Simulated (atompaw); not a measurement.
**Reading a pseudo-wave (silicon (Si))**

Columns: radius, all-electron u(r) and pseudo u(r) of the 3p shell (level -4.08 eV) of silicon in the configuration [Ne] 3s2 3p2; PBE, scalar-relativistic, PAW (atompaw) scheme, atompaw 4.2.0.5.

```
r (bohr)  all-electron  pseudo
   0.104       -0.1067  0.0043
   0.208       -0.2202  0.0169
   0.312       -0.2588  0.0375
   0.415       -0.2342  0.0652
   0.519       -0.1696  0.0996
   0.623       -0.0842  0.1395
   0.727        0.0088  0.1837
   0.831        0.1016  0.2308
   0.935        0.1893  0.2796
   1.038        0.2687  0.3282
   1.142        0.3400  0.3763
   1.246        0.4024  0.4221
   1.350        0.4562  0.4647
   1.454        0.5017  0.5030
   1.558        0.5389  0.5365
   1.662        0.5685  0.5645
   1.765        0.5909  0.5868
   1.869        0.6070  0.6037
   1.973        0.6175  0.6152
   2.077        0.6229  0.6215
   2.181        0.6239  0.6232
   2.285        0.6212  0.6209
   2.388        0.6153  0.6152
   2.492        0.6067  0.6066
   2.596        0.5958  0.5958
   2.700        0.5831  0.5831
```

Task: How many radial nodes do the two functions have?

Result: The all-electron 3p function has n − l − 1 = 1; the pseudo-wave has 0, since the states of the same l below it are removed with the core.

Task: Is the pseudo-wave norm-conserving?

Result: No, it belongs to a PAW set: the norm inside the radius is not constrained, and the difference is carried by the augmentation charge.
